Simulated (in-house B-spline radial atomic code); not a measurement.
## Binding energies in Nd

NIST's tabulated ground configuration is [Xe] 4f4 6s2; each binding energy is the energy of the ion with one electron taken from that subshell, relaxed, less that of the parent. Level of theory: Dirac-Hartree-Fock, average of configuration, Fermi nucleus of rms radius 4.9123 fm; calculated with a radial B-spline atomic code at the basis-set limit. Energies include first-order Breit, QED and recoil terms.

```csv
subshell,X-ray name,binding energy (eV),-ε (eV),relaxation (eV)
1s,K,43571.9,43821.8,75.4
2s,L1,7136.7,7199.1,42.9
2p1/2,L2,6727.1,6792.9,46.7
2p3/2,L3,6213.3,6271.2,44.9
3s,M1,1583.6,1609.5,22.3
3p1/2,M2,1409.3,1435.5,22.9
3p3/2,M3,1304.8,1329.0,22.2
3d3/2,M4,1004.8,1029.9,24.1
3d5/2,M5,982.9,1007.2,23.8
4s,N1,330.5,341.0,9.7
4p1/2,N2,263.1,273.2,9.5
4p3/2,N3,240.6,249.9,9.0
4d3/2,N4,128.4,136.8,8.3
4d5/2,N5,124.5,132.6,8.1
5s,O1,48.26,50.65,2.29
5p1/2,O2,28,30.13,2.08
5p3/2,O3,24.97,26.89,1.90
4f,"N6,7",4.76,9.83,5.19
6s,P1,4.56,4.74,0.17
```

Relaxation = -ε minus the binding energy without Breit, QED and recoil terms.

Emission lines follow as differences of binding energies, with λ = 12398.42 eV·Å / E:

| line | holes | energy (eV) | wavelength (Å) |
| --- | --- | --- | --- |
| K-L3 | 1s → 2p3/2 | 37358.6 | 0.33188 |
| K-L2 | 1s → 2p1/2 | 36844.8 | 0.3365 |
| K-M3 | 1s → 3p3/2 | 42267.1 | 0.29334 |
| L3-M5 | 2p3/2 → 3d5/2 | 5230.4 | 2.3705 |
| L2-M4 | 2p1/2 → 3d3/2 | 5722.3 | 2.1667 |
| L1-M3 | 2s → 3p3/2 | 5831.9 | 2.126 |
| L3-M1 | 2p3/2 → 3s | 4629.7 | 2.678 |
| L2-N4 | 2p1/2 → 4d3/2 | 6598.7 | 1.8789 |

Task: What screening constant σ does Moseley's law, E = (3/4)·13.6057 eV·(Z - σ)², need for K-L3?

Result: σ = -0.51.

Moseley's non-relativistic formula needs a falling, then negative, screening constant for heavy elements, because relativity binds the 1s electron more strongly than the formula allows.

Task: What does it cost to remove two 3p3/2 electrons?

Result: 2656.5 eV, which is 46.87 eV more than the two single binding energies together.

Task: What does it cost to remove both a 3d5/2 and a 4f electron?

Result: 1006.5 eV, which is 18.84 eV more than the two single binding energies together.

Task: What does it cost to remove both a 4p3/2 and a 4f electron?

Result: 262.99 eV, which is 17.61 eV more than the two single binding energies together.
